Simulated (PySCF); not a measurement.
Computed shifts of a molecule CH4O4Si, PBE/pcSseg-1 in PySCF, GIAO, gas phase, atoms alike by connectivity averaged where their shifts nearly agree, in ppm (number of nuclei): ¹³C: 181.4 (1). ²⁹Si: -44.5 (1). ¹H: 6.53 (1), 5.38 (1), 3.96 (1), 2.60 (1). References: ¹⁷O against H2O (σ = 334.3 ppm); ¹³C against TMS (σ = 182.0 ppm); ²⁹Si against TMS (σ = 335.4 ppm); ¹H against TMS (σ = 31.49 ppm), references at their B3LYP-D3(BJ)/def2-TZVP geometries, non-relativistic. Geometry optimised at PBE0-D3(BJ)/def2-SVP. Other conformers were not sampled.

**Question.** Identify the compound among the candidates.
(A) O=C(O)[SiH](O)O
(B) O[Si]1(O)OCO1
(C) O=C[Si](O)(O)O
(D) O=CO[SiH](O)O

**Answer.** A, O=C(O)[SiH](O)O
